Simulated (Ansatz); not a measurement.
Stretching the S1–S2 bond in H2S2 (SMILES SS) (multiplicity 1 held, fragments rigid). Energies count from the point at 2.072 Å.
Geometry at that point (charge 0, multiplicity 1):
```tsv
atom	x (Å)	y (Å)	z (Å)
S	-0.9122	0.0538	0.4912
S	0.9122	0.0567	-0.4909
H	-1.5359	-0.8839	-0.2489
H	1.5365	-0.8841	0.2447
```

Signs of static correlation in cc-pV(T+d)Z, from Ansatz (a program for electronic structure) runs.

| R (Å) | T1 of restricted CCSD | ⟨S²⟩ of UHF | largest double amplitude of restricted CCSD |
|---|---|---|---|
| 1.658 | 0.010 | 0.000 | 0.025 |
| 1.865 | 0.011 | 0.000 | 0.025 |
| 2.072 | 0.011 | 0.000 | 0.053 |
| 2.279 | 0.012 | 0.000 | 0.091 |
| 2.486 | 0.013 | 0.350 | 0.138 |
| 2.797 | 0.016 | … | 0.165 |
| 3.108 | 0.019 | 0.936 | 0.330 |
| 3.626 | 0.025 | 1.009 | 0.486 |
| 4.144 | 0.027 | 1.024 | … |
| 4.765 | 0.027 | 1.027 | 0.686 |
| 5.594 | 0.025 | 1.027 | 0.736 |
| 6.630 | 0.024 | 1.027 | 0.759 |

Question: Fill in the missing entries.

Answer: 
- 2.797, ⟨S²⟩ of UHF: 0.788
- 4.144, largest double amplitude of restricted CCSD: 0.604

Doubts at one or more of the structures used: a restricted determinant that unrestricted orbitals would lower (R-CCSD(T)/cc-pV(T+d)Z); other coupled-cluster roots lie near (R-CCSD(T)/cc-pV(T+d)Z); a spin-contaminated determinant (U-CCSD(T)/cc-pV(T+d)Z); T1 above 0.05 (U-CCSD(T)/cc-pV(T+d)Z).
